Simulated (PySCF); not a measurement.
SMILES [Si](O)([SiH3])(Cl)Cl, singlet (CAM-B3LYP/def2-SVP optimised geometry):

```
9

O     -1.297    -1.742    -1.350
Si    -0.737    -0.991     0.000
Si    -1.554    -2.091     1.879
Cl     1.332    -0.991     0.000
Cl    -1.332     0.991     0.000
H     -1.049    -1.406    -2.220
H     -1.076    -3.499     1.876
H     -1.046    -1.390     3.087
H     -3.041    -2.058     1.867
```

Calculation: CAM-B3LYP/def2-TZVP (PySCF).

### Question
What are the frontier orbital energies and the dipole moment?

### Answer
HOMO-2 -10.78 eV, HOMO-1 -10.47 eV, HOMO -9.88 eV, LUMO 0.74 eV, LUMO+1 0.99 eV; dipole moment 0.91 D.

On the same geometry PBE/def2-TZVP (PySCF 2.14.0) gives HOMO-2 -7.94 eV, HOMO-1 -7.63 eV, HOMO -7.38 eV, LUMO -1.23 eV, LUMO+1 -1.01 eV; dipole moment 0.90 D.

Meta-Löwdin charges at CAM-B3LYP/def2-TZVP: O1 -0.74, Si2 0.97, Si3 0.24, Cl4 -0.31, Cl5 -0.31, H6 0.36, H7 -0.07, H8 -0.07, H9 -0.07.
